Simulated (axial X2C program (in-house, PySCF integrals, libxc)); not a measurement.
## What spin–orbit coupling does to BiBr

Calculated with an in-house all-electron X2C program for linear molecules (integrals from PySCF). Spin-free means the one-electron spin-free X2C Hamiltonian; two-component (2c) means X2C with spin–orbit coupling and atomic mean-field two-electron Coulomb and Gaunt terms, so the difference of the two also holds small scalar two-electron terms. Basis: Bi dyall-cv3z [12s14p10d6f1g], Br dyall-cv3z [8s9p6d4f1g] (cores contracted in-house); Gaussian nuclei, density fitting, unrestricted open shells. Masses: Bi 208.980 u, Br 78.918 u.

Spin-free state: M_S = 1, Λ = 0 (beyond evenly filled blocks: π+α, π-α); fragments Bi + Br.

```json
{"level": "PBE0", "Re (Å)": "2.575", "ωe (cm⁻¹)": "228.2", "De (eV)": "2.735", "μ (D)": "-2.66"}
{"level": "PBEsol", "Re (Å)": "2.570", "ωe (cm⁻¹)": "227.7", "De (eV)": "3.154", "μ (D)": "-2.28"}
```

Dipoles are positive if Br is the positive end.

Two-component determinant lowest at the distance of the search:

Ω = 0 (closed shell); fragments Bi + Br.

| level | Re (Å) | ωe (cm⁻¹) | De (eV) | μ (D) |
| --- | --- | --- | --- | --- |
| PBE0 | 2.630 | 204.1 | 2.675 | -3.55 |
| PBEsol | 2.624 | 203.5 | 3.090 | -3.09 |

**Question.** From the two tables, how do the constants change at the PBE0 level (2c against spin-free)?

**Answer.** At the PBE0 level Re goes up by 0.055 Å and ωe drops by 24.1 cm⁻¹; De changes by -0.060 eV.

Occupations by symmetry block were frozen at the best pattern of an incomplete PBE0 search. The closed shell is kept restricted, so the energy runs too high when the bond is stretched far. Dissociation energies refer to the lowest single-determinant-based atoms at the same level and basis. PBE0 can misorder states that lie within some tenths of an eV, so this need not be the ground state of the molecule. The nearest other spin-free determinant of the search, M_S = 0, Λ = 2, lies 0.76 eV up at the distance of the search. Without a current term, density functionals place determinants with orbital angular momentum somewhat too high. The 2c closed shell (π1/2)² is the Ω = 0⁺ component of the spin-free π² triplet, mixed with the ¹Σ⁺ state; no single spin-free determinant represents it.
